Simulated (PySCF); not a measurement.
**Dipole polarisabilities along the 3d series**

Calculated with PySCF 2.14 for the ground configurations, without spin-orbit coupling: coupled response for Hartree-Fock and DFT. Mean α in bohr³, C₆ of like pairs in atomic units.

```
                                             species  α UHF  α PBE  α PBE0  α recommended (Schwerdtfeger and Nagle)  C₆ UHF  C₆ PBE  C₆ PBE0
     Sc [Ar] 3d1 4s2 (aug-cc-pVQZ-DK, spin-free X2C)    n/a  124.0   128.2                                  97 ± 10     n/a    1521     1621
     Ti [Ar] 3d2 4s2 (aug-cc-pVQZ-DK, spin-free X2C)  146.4  104.3   109.2                                  87 ± 10    1695    1207     1282
      V [Ar] 3d3 4s2 (aug-cc-pVQZ-DK, spin-free X2C)  126.2  91.01   95.60                                  87 ± 10    1394   977.8     1043
     Cr [Ar] 3d5 4s1 (aug-cc-pVQZ-DK, spin-free X2C)  107.0  70.06   74.61                                  83 ± 12   975.3   582.0    628.3
     Mn [Ar] 3d5 4s2 (aug-cc-pVQZ, non-relativistic)  106.2  75.86   79.96                                   68 ± 9    1057   724.4    777.0
     Fe [Ar] 3d6 4s2 (aug-cc-pVQZ-DK, spin-free X2C)  82.07  60.94   64.49                                   62 ± 4   781.1   543.0    584.1
     Co [Ar] 3d7 4s2 (aug-cc-pVQZ, non-relativistic)  73.79  55.44   58.91                                   55 ± 4   682.1   473.1    511.7
Cu [Ar] 3d10 4s1 (aug-cc-pVQZ-PP with ECP10MDF, ECP)  71.61  41.48   45.53                               46.5 ± 0.5   501.5   259.7    288.3
    Zn [Ar] 3d10 4s2 (aug-cc-pVQZ-DK, spin-free X2C)  50.82  38.12   40.65                              38.67 ± 0.3   401.8   275.8    299.3
```

Hartree-Fock lacks correlation. All values carry a basis error.
